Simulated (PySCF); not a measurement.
CH$_{4}$BClO, CH$_{5}$BO$_{2}$, CH$_{5}$ClOSi, CH$_{6}$OSi and others (calculated)

Computed with PySCF 2.14.0. Calculation on a computer-drawn molecule: optimised geometry and harmonic frequencies of an isolated molecule of the commonest isotopes, restricted reference for singlets and unrestricted otherwise, frozen core in MP2.

Common to all runs: multiplicity 1.

(1) CH$_{4}$BClO

Start structure:
```xyz
8
CH4BClO
C     -0.5997    -1.1242    -0.0041
O     -0.1220    -1.6681    -1.1902
B      0.5513    -2.7805    -1.3812
Cl     1.0910    -3.1850    -2.9276
H     -0.3737    -1.8298     0.8218
H     -1.8625    -1.0804    -0.0834
H     -0.2256    -0.1255     0.1411
H      0.8699    -3.5251    -0.4170
```

| Quantity | Value |
| --- | --- |
| charge | 0 |
| method | HF |
| basis | cc-pV(D+d)Z |
| rotational constants | 44.44, 2.492, 2.395 GHz |
| total energy | -599.3393 hartree |
| convergence status largest gradient component | 3.407e-05 hartree/bohr |

Drawn bonds:
```tsv
atom	other atom	order
1	2	1
2	3	1
3	4	1
1	5	1
1	6	1
1	7	1
3	8	1
```

Optimised structure:
```xyz
8
CH4BClO
C     -0.6514    -1.1580    -0.0049
O     -0.1490    -1.6363    -1.2324
B      0.5521    -2.7581    -1.3468
Cl     1.1166    -3.2359    -2.9587
H     -0.3755    -1.8120     0.8225
H     -1.7362    -1.0961    -0.0721
H     -0.2494    -0.1617     0.1708
H      0.8214    -3.4604    -0.4190
```

Modes:
```tsv
frequency (cm⁻¹)	reduced mass (dalton)
101.3	1.252
165.2	3.455
265.1	4.047
409.7	6.779
864.1	4.071
942.3	1.535
1079	3.682
1196	1.408
1281	1.271
1291	1.404
1459	4.502
1595	1.045
1605	1.134
1613	1.151
2759	1.096
3202	1.031
3291	1.107
3297	1.108
```

(2) CH$_{5}$BO$_{2}$

Start structure:
```xyz
9
CH5BO2
C     -0.8745     0.8209     2.1226
O     -1.5485     1.6739     1.2105
B     -1.0092     1.9293    -0.0480
O      0.1686     1.3928    -0.3883
H     -1.5809    -0.0121     2.4071
H      0.1405     0.4908     1.8081
H     -0.6904     1.5448     3.0554
H     -1.7417     2.5506    -0.6654
H      0.4815     1.6321    -1.2795
```

| Quantity | Value |
| --- | --- |
| charge | 0 |
| method | HF |
| basis | cc-pVDZ |
| rotational constants | 18.88, 6.078, 4.734 GHz |
| total energy | -215.2951 hartree |
| convergence status largest gradient component | 1.27e-05 hartree/bohr |

Drawn bonds:
```tsv
atom	other atom	order
1	2	1
2	3	1
3	4	1
1	5	1
1	6	1
1	7	1
3	8	1
4	9	1
```

Optimised structure:
```xyz
9
CH5BO2
C     -0.8144     0.9357     2.1815
O     -1.3514     1.9012     1.3096
B     -0.9878     1.9730     0.0156
O     -0.0774     1.0983    -0.4856
H     -1.0397    -0.0748     1.8383
H      0.2679     1.0401     2.2676
H     -1.2670     1.0900     3.1589
H     -1.4924     2.8259    -0.6625
H      0.1076     1.2338    -1.4010
```

Modes:
```tsv
frequency (cm⁻¹)	reduced mass (dalton)
82.75	1.064
251.9	3.43
282.7	2.321
578.3	1.151
638.5	4.508
978.4	2.518
1011	1.599
1067	1.285
1232	1.772
1275	1.278
1295	1.548
1326	3.047
1500	2.945
1601	1.044
1601	1.049
1620	1.376
2719	1.097
3193	1.032
3269	1.107
3291	1.107
4192	1.067
```

(3) CH$_{5}$ClOSi

Start structure:
```xyz
9
CH5ClOSi
C      0.6723    -1.5725     1.4045
O      0.8819    -0.5896     0.4167
Si    -0.0603     0.4563    -0.2862
Cl    -1.3012     1.3753     0.9548
H      0.2764    -2.4353     0.8778
H      0.0174    -1.1845     2.2080
H      1.6309    -1.9050     1.7938
H     -0.9833    -0.2486    -1.2308
H      0.9275     1.3599    -0.8931
```

| Item | Value |
| --- | --- |
| charge | 0 |
| method | HF |
| basis | cc-pV(D+d)Z |
| rotational constants | 8.681, 2.625, 2.146 GHz |
| total energy | -864.1740 hartree |
| convergence status largest gradient component | 1.777e-05 hartree/bohr |

Drawn bonds:
```tsv
atom	other atom	order
1	2	1
2	3	1
3	4	1
1	5	1
1	6	1
1	7	1
3	8	1
3	9	1
```

Optimised structure:
```xyz
9
CH5ClOSi
C      0.6763    -1.5833     1.4001
O      0.9858    -0.4858     0.5753
Si    -0.0188     0.4421    -0.3025
Cl    -1.3643     1.4290     0.9289
H      0.0844    -2.3281     0.8621
H      0.1240    -1.2600     2.2838
H      1.6124    -2.0397     1.7145
H     -0.8311    -0.3659    -1.2257
H      0.7929     1.4475    -0.9910
```

Modes:
```tsv
frequency (cm⁻¹)	reduced mass (dalton)
82.57	1.831
91.03	1.432
198.4	3.122
317.9	6.738
547.3	15.35
687.2	1.309
792.3	1.744
821.4	1.798
980.7	1.16
1035	1.078
1232	4.381
1272	1.27
1304	1.53
1596	1.125
1601	1.058
1606	1.045
2355	1.041
2399	1.042
3180	1.035
3257	1.105
3295	1.105
```

(4) CH$_{6}$OSi

Start structure:
```xyz
9
CH6OSi
C     -0.2975    -2.0537     1.8866
O     -0.2456    -1.4624     0.6351
Si    -1.2728    -0.8516    -0.3065
H     -0.8753    -2.9475     1.8714
H     -0.7791    -1.3633     2.6620
H      0.7053    -2.2953     2.2879
H     -0.4167    -0.4200    -1.3671
H     -2.1707    -1.9176    -0.7768
H     -2.0525     0.2483     0.2829
```

| Item | Value |
| --- | --- |
| charge | 0 |
| method | HF |
| basis | cc-pV(D+d)Z |
| rotational constants | 35.8, 5.481, 5.192 GHz |
| total energy | -405.1856 hartree |
| convergence status largest gradient component | 2.878e-05 hartree/bohr |

Drawn bonds:
```tsv
atom	other atom	order
1	2	1
2	3	1
1	4	1
1	5	1
1	6	1
3	7	1
3	8	1
3	9	1
```

Optimised structure:
```xyz
9
CH6OSi
C     -0.3049    -2.0499     1.9350
O     -0.0867    -1.4515     0.6867
Si    -1.2344    -0.8641    -0.3339
H     -0.9164    -2.9524     1.8439
H     -0.7988    -1.3614     2.6270
H      0.6609    -2.3276     2.3540
H     -0.5313    -0.3340    -1.5155
H     -2.1759    -1.9348    -0.7398
H     -2.0174     0.2127     0.3181
```

Modes:
```tsv
frequency (cm⁻¹)	reduced mass (dalton)
100.2	1.154
121.2	1.329
234.3	2.87
771	1.875
779	1.195
809.3	2.135
1025	1.054
1043	1.059
1068	1.14
1234	4.213
1271	1.273
1305	1.527
1597	1.137
1601	1.051
1606	1.044
2293	1.05
2308	1.033
2352	1.036
3163	1.035
3227	1.107
3278	1.102
```

(5) CH$_{3}$BF

Start structure:
```xyz
6
CH3BF
C     -1.0538    -1.2789     0.3780
B     -1.5239    -2.6717     0.8169
F     -1.8792    -3.7933     1.1433
H     -0.0763    -1.2817    -0.0615
H     -1.7665    -0.9031    -0.4084
H     -1.1106    -0.5567     1.2318
```

| Item | Value |
| --- | --- |
| charge | 1 |
| method | HF |
| basis | cc-pVDZ |
| rotational constants | 155.8, 7.477, 7.477 GHz |
| total energy | -163.5015 hartree |
| convergence status largest gradient component | 1.264e-05 hartree/bohr |

Drawn bonds:
```tsv
atom	other atom	order
1	2	1
2	3	1
1	4	1
1	5	1
1	6	1
```

Optimised structure:
```xyz
6
CH3BF
C     -1.0858    -1.2654     0.3656
B     -1.5111    -2.6395     0.7961
F     -1.8581    -3.7602     1.1472
H     -0.0691    -1.3181    -0.0377
H     -1.7758    -0.9046    -0.4043
H     -1.1104    -0.5976     1.2331
```

Modes:
```tsv
frequency (cm⁻¹)	reduced mass (dalton)
354.1	2.859
354.1	2.859
809.8	4.561
941.7	1.611
941.7	1.611
1418	1.237
1489	1.041
1489	1.041
1817	12.22
3157	1.032
3263	1.102
3263	1.102
```

(6) CH$_{3}$BF

Start structure:
```xyz
6
CH3BF
C     -1.0858    -1.2654     0.3656
B     -1.5111    -2.6395     0.7961
F     -1.8581    -3.7602     1.1472
H     -0.0691    -1.3181    -0.0377
H     -1.7758    -0.9046    -0.4043
H     -1.1104    -0.5976     1.2331
```

| Property | Result |
| --- | --- |
| charge | 1 |
| method | MP2 |
| basis | cc-pVDZ |
| rotational constants | 152.7, 7.388, 7.388 GHz |
| total energy | -163.8930 hartree |
| convergence status largest gradient component | 2.344e-05 hartree/bohr |

Drawn bonds:
```tsv
atom	other atom	order
1	2	1
2	3	1
1	4	1
1	5	1
1	6	1
```

Optimised structure:
```xyz
6
CH3BF
C     -1.0858    -1.2654     0.3656
B     -1.5100    -2.6359     0.7950
F     -1.8626    -3.7747     1.1517
H     -0.0587    -1.3183    -0.0419
H     -1.7827    -0.9006    -0.4122
H     -1.1105    -0.5905     1.2417
```

Modes:
```tsv
frequency (cm⁻¹)	reduced mass (dalton)
337.8	2.71
337.8	2.711
814.6	4.239
867.4	1.664
867.4	1.664
1300	1.264
1385	1.04
1385	1.04
1762	12.06
3062	1.033
3178	1.101
3178	1.101
```

(7) C$_{2}$H$_{6}$AlN

Start structure:
```xyz
10
C2H6AlN
C     -1.2088    -0.3054    -0.4918
C     -0.2413    -0.0460     0.6497
Al     1.6076     0.5942     0.0978
N      3.1116     1.0896    -0.3761
H     -1.4070     0.6000    -1.1258
H     -0.8019    -1.1269    -1.1671
H     -2.1847    -0.6660    -0.1754
H     -0.7436     0.6747     1.3488
H     -0.1112    -1.0204     1.2660
H      3.7239     1.3409     0.4165
```

| Quantity | Value |
| --- | --- |
| charge | 0 |
| method | HF |
| basis | cc-pV(D+d)Z |
| rotational constants | 26.45, 2.591, 2.43 GHz |
| total energy | -375.5533 hartree |
| convergence status largest gradient component | 2.639e-05 hartree/bohr |

Drawn bonds:
```tsv
atom	other atom	order
1	2	1
2	3	1
3	4	2
1	5	1
1	6	1
1	7	1
2	8	1
2	9	1
4	10	1
```

Optimised structure:
```xyz
10
C2H6AlN
C     -1.1835    -0.3215    -0.5398
C     -0.2948    -0.0788     0.6929
Al     1.5207     0.5593     0.3276
N      3.0004     1.0794     0.0369
H     -1.3237     0.5919    -1.1222
H     -0.7532    -1.0726    -1.2060
H     -2.1731    -0.6757    -0.2416
H     -0.7654     0.6511     1.3603
H     -0.2018    -0.9993     1.2790
H      3.9188     1.4011    -0.1447
```

Modes:
```tsv
frequency (cm⁻¹)	reduced mass (dalton)
113.5	4.569
141.4	2.864
253.6	1.304
286.8	4.765
480.3	1.107
498.3	1.185
579.4	3.438
680.1	1.263
1011	1.094
1027	1.557
1087	1.999
1250	6.521
1339	1.573
1351	1.265
1521	1.183
1547	1.104
1596	1.045
1606	1.038
3165	1.056
3176	1.039
3206	1.101
3244	1.104
3251	1.104
4003	1.087
```

(8) CH$_{6}$AlN

Start structure:
```xyz
9
CH6AlN
C     -2.4006     0.4238     1.0948
N     -1.9992    -0.9372     0.8465
Al    -0.3430    -1.6951     1.0182
H     -3.2069     0.4956     1.8255
H     -2.7350     0.9373     0.2117
H     -1.5496     0.9951     1.5351
H     -2.6451    -1.4176     0.4420
H      0.6452    -1.7705    -0.0439
H      0.0486    -2.3862     2.4327
```

| Quantity | Value |
| --- | --- |
| charge | 0 |
| method | HF |
| basis | cc-pV(D+d)Z |
| rotational constants | 36.93, 5.068, 4.584 GHz |
| total energy | -337.7485 hartree |
| convergence status largest gradient component | 1.889e-05 hartree/bohr |

Drawn bonds:
```tsv
atom	other atom	order
1	2	1
2	3	1
1	4	1
1	5	1
1	6	1
2	7	1
3	8	1
3	9	1
```

Optimised structure:
```xyz
9
CH6AlN
C     -2.4231     0.3544     1.2454
N     -1.8325    -0.8096     0.6113
Al    -0.3538    -1.6848     1.0185
H     -3.4251     0.1479     1.6360
H     -2.5036     1.2029     0.5578
H     -1.8063     0.6755     2.0868
H     -2.3859    -1.1216    -0.1665
H      0.0341    -2.9317     0.1304
H      0.5107    -1.1879     2.2428
```

Modes:
```tsv
frequency (cm⁻¹)	reduced mass (dalton)
180.4	1.249
246.6	2.212
268.6	1.214
577.6	1.396
605.1	1.107
653.3	1.181
740.2	2.606
842.3	1.254
1159	1.159
1213	4.411
1232	1.291
1518	1.409
1574	1.171
1593	1.044
1621	1.043
1990	1.062
1997	1.023
3148	1.037
3196	1.105
3243	1.101
3777	1.074
```
